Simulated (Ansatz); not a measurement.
`[CH2]1[CH2][GaH]1` and `[CH2]1[CH2][AlH]1` differ in one element.

Ansatz, PBE0-D4/def2-TZVP geometries, multiplicity 1. 

Scalar relativity is left out up to krypton.

```
                                        property  `[CH2]1[CH2][GaH]1`
             HOMO energy (B3LYP/def2-TZVPP) / eV                -5.39
               LUMO energy (PBE/def2-TZVPP) / eV                -2.17
             HOMO–LUMO gap (PBE/def2-TZVPP) / eV                 2.38
               HOMO energy (PBE/def2-TZVPP) / eV                -4.55
size of the dipole moment (B3LYP/def2-TZVPP) / D                 0.63
           HOMO energy (ωB97M-V/def2-TZVPP) / eV                -7.69
```

Q: Give the same properties after the change, and the shifts. (Best estimate.)

A: Ansatz gave: 
| property | `[CH2]1[CH2][AlH]1` | shift |
| --- | --- | --- |
| HOMO energy (B3LYP/def2-TZVPP) / eV | -5.64 | -0.25 |
| LUMO energy (PBE/def2-TZVPP) / eV | -2.03 | 0.14 |
| HOMO–LUMO gap (PBE/def2-TZVPP) / eV | 2.72 | 0.34 |
| HOMO energy (PBE/def2-TZVPP) / eV | -4.75 | -0.20 |
| size of the dipole moment (B3LYP/def2-TZVPP) / D | 0.83 | 0.20 |
| HOMO energy (ωB97M-V/def2-TZVPP) / eV | -7.98 | -0.29 |

With PBE0 the HOMO falls by 0.27 eV and the LUMO rises by 0.09 eV, so the gap widens by about 0.36 eV. PBE moves the HOMO by -0.20 eV and ωB97M-V by -0.29 eV. Dipoles are sizes alone; their direction can turn.

B3LYP here is the variant with VWN-RPA as its local correlation; programs differ in this.
